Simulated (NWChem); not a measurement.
All runs are NWChem calculations. System: tert-butyl chloride (C₄H₉Cl), charge 0, spin multiplicity 1, at a geometry optimised with PBE0/def2-SVP. Level: RHF/def2-SVP.

Part of the output:

```
             Northwest Computational Chemistry Package (NWChem) 7.3.0
             --------------------------------------------------------

                                NWChem Input Module
                                -------------------

 Scaling coordinates for geometry "geometry" by  1.889725989
 (inverse scale =  0.529177249)

 Turning off AUTOSYM since
 SYMMETRY directive was detected!

                             Geometry "geometry" -> ""
                             -------------------------

 Output coordinates in angstroms (scale by  1.889725989 to convert to a.u.)

  No.       Tag          Charge          X              Y              Z
 ---- ---------------- ---------- -------------- -------------- --------------
    1 C                    6.0000     0.82626100    -0.70382000     1.25856200
    2 C                    6.0000     0.35998700     0.01004700     0.00000000
    3 C                    6.0000     0.82626100    -0.70382000    -1.25856200
    4 C                    6.0000     0.76556600     1.47514800     0.00000000
    5 Cl                  17.0000    -1.47031000    -0.04103700     0.00000000
    6 H                    1.0000     1.92774800    -0.69907900     1.30297400
    7 H                    1.0000     0.44059900    -0.20499300     2.15923500
    8 H                    1.0000     0.48320200    -1.74833400     1.26810000
    9 H                    1.0000     0.48320200    -1.74833400    -1.26810000
   10 H                    1.0000     0.44059900    -0.20499300    -2.15923500
   11 H                    1.0000     1.92774800    -0.69907900    -1.30297400
   12 H                    1.0000     1.86491100     1.55710000     0.00000000
   13 H                    1.0000     0.37940900     1.99001100     0.89138700
   14 H                    1.0000     0.37940900     1.99001100    -0.89138700

 Effective nuclear repulsion energy (a.u.)     241.0557478497

            Nuclear Dipole moment (a.u.)
            ----------------------------
        X                 Y               Z
 ---------------- ---------------- ----------------
     0.0000132281     0.0000207870    -0.0000000000

      Symmetry information
      --------------------

 Group name             Cs
 Group number              2
 Group order               2
 No. of unique centers     9

      Symmetry unique atoms

     1    2    4    5    6    7    8   12   13


 Summary of "ao basis" -> "" (spherical)
 ------------------------------------------------------------------------------
       Tag                 Description            Shells   Functions and Types
 ---------------- ------------------------------  ------  ---------------------
 *                          def2-svp                  on all atoms

 Summary of "ao basis" -> "ao basis" (spherical)
 ------------------------------------------------------------------------------
       Tag                 Description            Shells   Functions and Types
 ---------------- ------------------------------  ------  ---------------------
 C                          def2-svp                 6       14   3s2p1d
 Cl                         def2-svp                 8       18   4s3p1d
 H                          def2-svp                 3        5   2s1p

                                 NWChem SCF Module
                                 -----------------

  ao basis        = "ao basis"
  functions       =   119
  atoms           =    14
  closed shells   =    25
  open shells     =     0
  charge          =   0.00
  wavefunction    = RHF
  use symmetry    = T
  symmetry adapt  = T

 Summary of "ao basis" -> "ao basis" (spherical)
 ------------------------------------------------------------------------------
       Tag                 Description            Shells   Functions and Types
 ---------------- ------------------------------  ------  ---------------------
 C                          def2-svp                 6       14   3s2p1d
 Cl                         def2-svp                 8       18   4s3p1d
 H                          def2-svp                 3        5   2s1p

      Symmetry analysis of basis
      --------------------------

        a'         71
        a"         48

 Forming initial guess at       0.1s
[...]
 Convergence threshold     :          1.000E-07
 Maximum no. of iterations :          100
 Final Fock-matrix accuracy:          1.000E-09
 ----------------------------------------------

              iter       energy          gnorm     gmax       time
             ----- ------------------- --------- --------- --------
                 1     -615.9001574777  8.59D-01  1.83D-01      2.1
                 2     -615.9572363819  3.40D-01  7.07D-02      2.2
                 3     -615.9654751707  1.85D-02  3.47D-03      2.7
                 4     -615.9655073940  1.49D-04  4.11D-05      3.3
                 5     -615.9655073973  1.08D-08  1.94D-09      4.4

       Final RHF  results
       ------------------

         Total SCF energy =   -615.965507397324
      One-electron energy =  -1324.246495872335
      Two-electron energy =    467.225240625280
 Nuclear repulsion energy =    241.055747849731

        Time for solution =      2.4s

       Symmetry analysis of molecular orbitals - final
       -----------------------------------------------

  Numbering of irreducible representations:

     1 a'          2 a"

  Orbital symmetries:

     1 a'          2 a'          3 a'          4 a"          5 a'
     6 a'          7 a'          8 a"          9 a'         10 a'
    11 a'         12 a"         13 a'         14 a'         15 a'
    16 a"         17 a'         18 a"         19 a'         20 a"
    21 a"         22 a'         23 a'         24 a"         25 a'
    26 a'         27 a'         28 a"         29 a'         30 a"
    31 a'         32 a'         33 a'         34 a"         35 a"

             Final eigenvalues
             -----------------

              1
    1 -104.7603
    2  -11.3009
    3  -11.2365
    4  -11.2365
    5  -11.2365
    6  -10.5239
    7   -7.9987
    8   -7.9955
    9   -7.9955
   10   -1.1477
   11   -1.0144
   12   -0.9405
   13   -0.9404
   14   -0.7440
   15   -0.6311
   16   -0.6211
   17   -0.6211
   18   -0.5585
   19   -0.5585
   20   -0.5263
   21   -0.4992
   22   -0.4992
   23   -0.4727
   24   -0.4195
   25   -0.4195
   26    0.1631
   27    0.1919
   28    0.2294
   29    0.2294
   30    0.2455
   31    0.2455
   32    0.2674
   33    0.2909
   34    0.2909
   35    0.3184

                       ROHF Final Molecular Orbital Analysis
                       -------------------------------------

 Vector   23  Occ=2.000000D+00  E=-4.726683D-01  Symmetry=a'
              MO Center= -2.1D-01, -5.7D-03,  3.2D-15, r^2= 3.7D+00
   Bfn.  Coefficient  Atom+Function         Bfn.  Coefficient  Atom+Function
  ----- ------------  ---------------      ----- ------------  ---------------
    67      0.431969   5 Cl px               64      0.333982   5 Cl px
    18     -0.272292   2 C  px               61      0.194732   5 Cl px
    75      0.150482   6 H  s               100      0.150482  11 H  s
   105      0.150526  12 H  s

 Vector   24  Occ=2.000000D+00  E=-4.195371D-01  Symmetry=a"
              MO Center= -1.1D+00, -9.4D-02, -4.8D-13, r^2= 2.0D+00
   Bfn.  Coefficient  Atom+Function         Bfn.  Coefficient  Atom+Function
  ----- ------------  ---------------      ----- ------------  ---------------
    69      0.642209   5 Cl pz               66      0.439121   5 Cl pz
    63      0.254907   5 Cl pz               20     -0.156178   2 C  pz

 Vector   25  Occ=2.000000D+00  E=-4.195365D-01  Symmetry=a'
              MO Center= -1.1D+00,  3.1D-02, -2.9D-13, r^2= 2.0D+00
   Bfn.  Coefficient  Atom+Function         Bfn.  Coefficient  Atom+Function
  ----- ------------  ---------------      ----- ------------  ---------------
    68      0.641955   5 Cl py               65      0.438948   5 Cl py
    62      0.254806   5 Cl py               19     -0.156122   2 C  py

 Vector   26  Occ=0.000000D+00  E= 1.631404D-01  Symmetry=a'
              MO Center=  1.1D+00,  2.9D-02,  8.1D-16, r^2= 7.9D+00
   Bfn.  Coefficient  Atom+Function         Bfn.  Coefficient  Atom+Function
  ----- ------------  ---------------      ----- ------------  ---------------
     3      1.505650   1 C  s                31      1.505650   3 C  s
    45      1.505673   4 C  s                76     -0.703830   6 H  s
   101     -0.703830  11 H  s               106     -0.703900  12 H  s
    81     -0.660352   7 H  s                86     -0.660321   8 H  s
    91     -0.660321   9 H  s                96     -0.660352  10 H  s

 Vector   27  Occ=0.000000D+00  E= 1.918935D-01  Symmetry=a'
              MO Center=  8.5D-01,  2.4D-02, -1.3D-16, r^2= 5.9D+00
   Bfn.  Coefficient  Atom+Function         Bfn.  Coefficient  Atom+Function
  ----- ------------  ---------------      ----- ------------  ---------------
    76      0.801237   6 H  s               101      0.801237  11 H  s
   106      0.801177  12 H  s                17      0.731630   2 C  s
    67     -0.644038   5 Cl px               60     -0.469422   5 Cl s
    21     -0.441636   2 C  px               49     -0.395816   4 C  px
     7     -0.388431   1 C  px               35     -0.388431   3 C  px

 Vector   28  Occ=0.000000D+00  E= 2.294311D-01  Symmetry=a"
              MO Center=  7.3D-01, -1.9D-01,  1.6D-12, r^2= 9.1D+00
   Bfn.  Coefficient  Atom+Function         Bfn.  Coefficient  Atom+Function
  ----- ------------  ---------------      ----- ------------  ---------------
     3      2.298951   1 C  s                31     -2.298951   3 C  s
    81     -1.232625   7 H  s                96      1.232625  10 H  s
    76     -0.885988   6 H  s               101      0.885988  11 H  s
    86     -0.703511   8 H  s                91      0.703511   9 H  s
   111     -0.529221  13 H  s               116      0.529221  14 H  s

 center of mass
 --------------
 x =  -0.19887378 y =  -0.00554827 z =   0.00000000

 moments of inertia (a.u.)
 ------------------
         397.800439707007          -5.595906034973          -0.000000000000
          -5.595906034973         597.709031324868           0.000000000000
          -0.000000000000           0.000000000000         597.850131629465

  Mulliken analysis of the total density
  --------------------------------------

    Atom       Charge   Shell Charges
 -----------   ------   -------------------------------------------------------
    1 C    6     5.93   1.99  0.86  0.18  2.04  0.83  0.04
    2 C    6     6.38   1.99  0.89  0.48  1.96  0.99  0.07
    3 C    6     5.93   1.99  0.86  0.18  2.04  0.83  0.04
    4 C    6     5.93   1.99  0.86  0.18  2.04  0.83  0.04
    5 Cl  17    17.21   2.00  1.99  1.19  0.77  5.94  2.09  3.20  0.03
    6 H    1     0.97   0.75  0.19  0.02
    7 H    1     0.95   0.75  0.18  0.02
    8 H    1     0.95   0.75  0.18  0.02
    9 H    1     0.95   0.75  0.18  0.02
   10 H    1     0.95   0.75  0.18  0.02
   11 H    1     0.97   0.75  0.19  0.02
   12 H    1     0.97   0.75  0.19  0.02
   13 H    1     0.95   0.75  0.18  0.02
   14 H    1     0.95   0.75  0.18  0.02

       Multipole analysis of the density wrt the origin
       ------------------------------------------------

     L   x y z        total         open         nuclear
     -   - - -        -----         ----         -------
     0   0 0 0     -0.000000      0.000000     50.000000

     1   1 0 0      0.914037      0.000000      0.000013
     1   0 1 0      0.025499      0.000000      0.000021
     1   0 0 1      0.000000      0.000000     -0.000000

     2   2 0 0    -31.010609      0.000000    218.873451
     2   1 1 0     -0.048205      0.000000      2.475743
     2   1 0 1     -0.000000      0.000000      0.000000
     2   0 2 0    -29.278343      0.000000    130.521021
     2   0 1 1     -0.000000      0.000000      0.000000
     2   0 0 2    -29.276671      0.000000    130.462087

 Task  times  cpu:        4.4s     wall:        4.4s

 Total times  cpu:        4.4s     wall:        4.4s
```

Question: Write an NWChem input that would produce this output.

Answer: One answer among several that fit: 
```
start mol
memory heap 200 mb stack 900 mb global 1100 mb
geometry units angstroms nocenter noautoz
  C      0.826261    -0.703820     1.258562
  C      0.359987     0.010047     0.000000
  C      0.826261    -0.703820    -1.258562
  C      0.765566     1.475148     0.000000
  Cl    -1.470310    -0.041037     0.000000
  H      1.927748    -0.699079     1.302974
  H      0.440599    -0.204993     2.159235
  H      0.483202    -1.748334     1.268100
  H      0.483202    -1.748334    -1.268100
  H      0.440599    -0.204993    -2.159235
  H      1.927748    -0.699079    -1.302974
  H      1.864911     1.557100     0.000000
  H      0.379409     1.990011     0.891387
  H      0.379409     1.990011    -0.891387
  symmetry group Cs
end
basis spherical
  * library def2-svp
end
scf
  rhf
  nopen 0
  maxiter 100
  thresh 1e-7
  semidirect memsize 60000000 filesize 0
end
task scf energy
```
